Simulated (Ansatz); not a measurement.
Program: Ansatz. Geometries: PBE0-D4/def2-TZVP. ΔE: electronic, gas phase. CCSD(T)/CBS adds triple-zeta CCSD(T) − MP2 to the extrapolated MP2 energy (def2 sets, frozen cores). DFT in def2-TZVPP. B3LYP here is the variant with VWN-RPA as its local correlation; programs differ in this. HSE06 is defined as in plane-wave codes. Each species was taken in one conformer, which may not be the lowest.

Consider the isomerisation: `BCC=O` → `BOC=C`.

```csv
level,ΔE (kcal/mol),difference from CCSD(T)/CBS
LDA (SPW92),-23.8,-1.3
revPBE-D4,-18.9,3.6
BLYP-D4,-22.1,0.4
r2SCAN-D4,-20.9,1.6
B97M-V,-20.4,2.1
PBE0-D4,-20.5,2.0
B3LYP-D4,-22.4,0.1
r2SCANh-D4,-21.0,1.5
HSE06-D4,-20.5,2.0
BHLYP-D4,-22.7,-0.2
CAM-B3LYP-D4,-23.0,-0.5
ωB97X-V,-19.9,2.6
ωB97M-V,-21.6,0.9
B2PLYP,-22.1,0.4
PBE-QIDH,-20.7,1.8
PBE,-20.3,2.2
revPBE,-19.0,3.5
BLYP,-22.2,0.3
r2SCAN,-20.9,1.6
PBE0,-20.5,2.0
B3LYP,-22.5,0.0
r2SCANh,-21.0,1.5
r2SCAN0,-21.3,1.2
HSE06,-20.6,1.9
BHLYP,-22.8,-0.3
CAM-B3LYP,-23.0,-0.5
LC-ωPBE,-19.3,3.2
RPA@PBE/def2-TZVPP,-21.5,1.0
HF/def2-SVP,-20.9,1.6
CCSD/def2-SVP,-22.1,0.4
HF/def2-TZVPP,-21.0,1.5
MP2/def2-TZVPP,-21.5,1.0
SCS-MP2/def2-TZVPP,-21.4,1.1
CCSD/def2-TZVPP,-21.8,0.7
HF/def2-QZVPP,-21.1,1.4
MP2/def2-QZVPP,-21.8,0.7
SCS-MP2/def2-QZVPP,-21.7,0.8
HF/CBS(def2),-21.2,1.3
MP2/CBS(def2),-22.0,0.5
CCSD/CBS(def2),-22.3,0.2
CCSD(T)/CBS,-22.5,0
```

Largest T1 diagnostic among the species: 0.014.

Leaving LDA and LC-ωPBE aside and taking each functional with its dispersion term where it has one, the values spread over 4.1 kcal/mol, from CAM-B3LYP-D4 to revPBE-D4. LDA lies −3.5 kcal/mol from PBE without D4.
